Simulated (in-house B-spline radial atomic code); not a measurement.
Configurations of Zn⁶⁺, with energies counted from [Ar] 3d6. All numbers are computed (scalar-relativistic (X2C) LDA exchange-only, spin-polarised, spherical fractional occupations; Fermi nucleus of rms radius 3.9283 fm) with an all-electron radial atomic-structure program (B-spline basis), not measured. Shells without spins written out take the highest spin.

Occupations are held fixed; configurations that lie above the ionisation limit could autoionise.

| configuration | E - E(ref) (eV) | highest orbital | its <r> (bohr) |
| --- | --- | --- | --- |
| [Ar] 3d(2 up, 4 down) | 4.9058 | 3d up | 0.7065 |
| [Ar] 3d(0 up, 5 down) 4s(1 up, 0 down) | 43.477 | 4s up | 1.619 |
| [Ar] 3d5 4f1 | 90.33 | 4f up | 2.352 |
| [Ne] 3s2 3p5 3d6 4p1 | 130.1 | 4p up | 1.712 |
| [Ne] 3s2 3p(3 up, 2 down) 3d(5 up, 1 down) 4d(1 up, 0 down) | 149.88 | 4d up | 1.994 |
| [Ne] 3s2 3p5 3d6 4f1 | 166.3 | 4f up | 2.349 |

Problem. Order these further configurations by energy, lowest first.
A. [Ne] 3s2 3p5 3d7
B. [Ar] 3d5 4p1
C. [Ar] 3d5 4d1
D. [Ar] 3d(5 up, 0 down) 4d(0 up, 1 down)
E. [Ne] 3s2 3p5 3d6 4s1

Solution. B (54.165 eV), C (73.879 eV), D (75.422 eV), A (75.723 eV), E (117.03 eV).

Problem. How far above the reference does [Ar] 3d5 4s1 lie?

Solution. 41.105 eV; its least bound orbital is 4s up with <r> = 1.588 bohr.

Problem. How far above the reference does [Ne] 3s2 3p(3 up, 2 down) 3d(4 up, 2 down) 4f(0 up, 1 down) lie?

Solution. 173.97 eV; its least bound orbital is 4f down with <r> = 2.401 bohr.
